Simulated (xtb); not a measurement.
Mg(I)(NH2) (H2IMgN), SMILES [Mg]([NH2])[I]. All values are semi-empirical tight-binding results from xtb (GFN2-xTB unless named), good for trends rather than for accurate numbers. Geometry optimised at GFN2-xTB. The values are those of a single conformer.

For metal compounds this method's bond lengths and energies can be far off.

```
Item                                          Result
-------------------------------------  -------------
orbital gap                                  2.18 eV
zero-point energy                      14.8 kcal/mol
G − E(el) at 298.15 K (modified RRHO)  -4.5 kcal/mol
```
